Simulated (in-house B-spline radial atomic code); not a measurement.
Atomic self-consistent-field run: the hafnium ion Hf³⁺. Computed with a B-spline radial code for spherical atoms: scalar-relativistic (X2C) CAM-B3LYP, spin-polarised, spherical fractional occupations, exact exchange averaged over the configuration, Fermi nucleus of rms radius 5.347 fm.

Command:
```bash
python run_scf.py task.json out
```
Settings (nuclear radius in fm, mass in u):
```
Z                72
configuration    [Xe] 4f14 5d1
hamiltonian      x2c
method           camb3lyp
spin_polarised   True
nucleus          fermi
rms_radius       5.347
atomic_mass      179.94656
speed_of_light   137.035999084
exact_exchange   averaged over the configuration
```

Output (hartree, bohr):
```
 radial grid: 72 intervals, B-splines of order 8, outer radius 39.1892 bohr

 iter        energy (Eh)    residual
    1      -15077.265450    4.91e-01
    2      -15077.974132    3.92e-02
    3      -15077.989705    1.85e-02
    4      -15077.992486    7.01e-03
    5      -15077.992152    6.60e-03
    6      -15077.992997    1.89e-03
    7      -15077.993090    5.78e-05
    8      -15077.993090    9.57e-06
    9      -15077.993090    1.76e-07

 total energy                    -15077.99309
 kinetic                           16873.8111
 electron-nucleus                 -37498.9745
 Hartree                            5860.1765
 exact exchange                      -64.0539
 exchange-correlation               -248.9523

 orbital      occ     eigenvalue          <r>       <r^2>       <1/r>       r_max
 1s up      1.000     -2396.9591    0.0182011  0.00046314     91.5058     0.01097
 1s down    1.000     -2396.9593    0.0182011  0.00046314     91.5058     0.01097
 2s up      1.000      -411.7682    0.0795929  0.00755341     21.3217      0.0679
 2s down    1.000      -411.7664    0.0795928  0.00755339     21.3217      0.0679
 2p up      3.000      -362.7853    0.0711874  0.00620698      18.078      0.0551
 2p down    3.000      -362.7838    0.0711873  0.00620696     18.0781      0.0551
 3s up      1.000       -95.0893     0.208103   0.0496497      7.6762      0.1923
 3s down    1.000       -95.0892     0.208103   0.0496494      7.6762      0.1923
 3p up      3.000       -80.3276     0.207759   0.0501495     6.80803      0.1895
 3p down    3.000       -80.3274     0.207758   0.0501492     6.80803      0.1895
 3d up      5.000       -62.3166      0.18894   0.0418697     6.35581      0.1545
 3d down    5.000       -62.3157     0.188942   0.0418705     6.35574      0.1545
 4s up      1.000       -20.2350     0.468453    0.248009     3.17352      0.4379
 4s down    1.000       -20.2338      0.46846    0.248015     3.17341       0.438
 4p up      3.000       -15.3505     0.496993     0.28129     2.81787       0.458
 4p down    3.000       -15.3493     0.496994    0.281283     2.81779       0.458
 4d up      5.000        -8.8908     0.535874     0.33342     2.47665      0.4717
 4d down    5.000        -8.8890     0.535826    0.333327      2.4767      0.4717
 5s up      1.000        -3.6507       1.1379     1.45619     1.18569       1.019
 5s down    1.000        -3.6316       1.1351     1.44892      1.1893       1.017
 5p up      3.000        -2.4516      1.32648     1.99287    0.986685       1.157
 5p down    3.000        -2.4232      1.32251     1.98148     0.99055       1.154
 4f up      7.000        -1.8080     0.671553    0.579203     1.92244      0.4554
 4f down    7.000        -1.8039     0.668918    0.573398     1.92663      0.4552
 5d up      1.000        -1.1203        1.941     4.35461    0.656884       1.584
```

Time taken, with all properties: 5.5 s on 1 thread of Arm Neoverse N1, with other jobs on the host.

One-electron X2C: radii and densities carry no picture-change correction, so inner-shell <1/r> comes out high (for 1s by about 2 % at Z = 33, 5 % at 54, 10 % at 75, 30 % at 118) and <r> low.
